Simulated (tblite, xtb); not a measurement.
I4Si, triplet, at the geometry of the source list (a higher spin typed on purpose: for a closed-shell molecule this is an excited state). Base run: xtb with GFN1-xTB.

Geometry (Å):
```xyz
5

I      2.2051    -1.0301     0.4395
Si     0.0000     0.0000     0.0000
I     -1.4512    -1.6260    -1.1691
I     -1.0489     0.6486     2.1438
I      0.2950     2.0075    -1.4141
```
Charge 0, spin multiplicity 3.
All else is at xtb's defaults.
Base energy -17.67672 Eh.

Programs used: tblite, xtb; a row that names a program was run with it.

Variants of this job, named by their change:

| change | ΔE vs base (mEh) | dipole (D) | G_solv (kcal/mol) | SCF cycles |
|---|---|---|---|---|
| base | 0.000 | 0.00 | - | 13 |
| etemp = 10000 | -139.6 | 0.00 | - | 11 |
| alpb = toluene | -20.414 | 0.00 | -12.81 | 13 |
| acc = 1000 | 0.001 | 0.02 | - | 8 |
| gbsa = methanol | -18.416 | 0.00 | -11.56 | 13 |
| etemp = 5000 | -52.968 | 0.00 | - | 11 |
| etemp = 1000 | -4.379 | 0.00 | - | 13 |
| program = tblite; method = gfn1; option = --grad | 0.000 | - | - | - |
| gbsa = thf | -20.121 | 0.00 | -12.63 | 13 |
| acc = 0.0001 | 0.000 | 0.00 | - | 16 |

ALPB and GBSA are two models with their own fitted parameters for each solvent, which aren't always the measured dielectric constant.
